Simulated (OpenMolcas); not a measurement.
## 5s2 5p3 along the 51-electron sequence

```yaml
Program: OpenMolcas
Method: CASSCF
Basis: ANO-R2
Scalar_Hamiltonian: X2C, finite nucleus
Spin-orbit_coupling: RASSI with atomic mean-field integrals over the reference wave functions, term energies averaged over their components
```

Active space for each ion: 5 electrons in 4 orbitals (5s 5p).

Computed levels in cm-1 above 4S* 3/2:

```
                                Level    Te+    I2+   Xe3+
                              2D* 3/2  14057  15624  17057
                              2D* 5/2  16284  18906  21537
                              2P* 1/2  22684  26396  30020
                              2P* 3/2  25601  30925  36566
weight of 4S* in the lowest level (%)     96     94     91
```

Mixed levels, with the weight of the term that names them: I2+ 2P* 3/2 (75 %), Xe3+ 2D* 3/2 (75 %), Xe3+ 2P* 3/2 (72 %).

Measured, with the error of the calculation in %. Measured levels: Te+ from NIST Handbook of Basic Atomic Spectroscopic Data; Xe3+ from Saloman, J. Phys. Chem. Ref. Data 33, 765 (2004).

```json
{"Level": "2D* 3/2", "Te+": "10222 (+37.5)", "Xe3+": "13267 (+28.6)"}
{"Level": "2D* 5/2", "Te+": "12422 (+31.1)", "Xe3+": "17511 (+23.0)"}
{"Level": "2P* 1/2", "Te+": "20547 (+10.4)", "Xe3+": "28036 (+7.1)"}
{"Level": "2P* 3/2", "Te+": "24032 (+6.5)", "Xe3+": "35650 (+2.6)"}
```

2D* 3/2 changes by a factor of 1.21 over the same range, with steps per unit of Z of +1570, +1430 cm-1.

Measured partners are found by configuration, term and J. A level has none where our copy of the source lacks it or the pairing is in doubt (some pairs that miss far off the trend of their configuration count as doubtful), and it then counts in no deviation. Only configurations of the active space appear.

* marks odd parity.
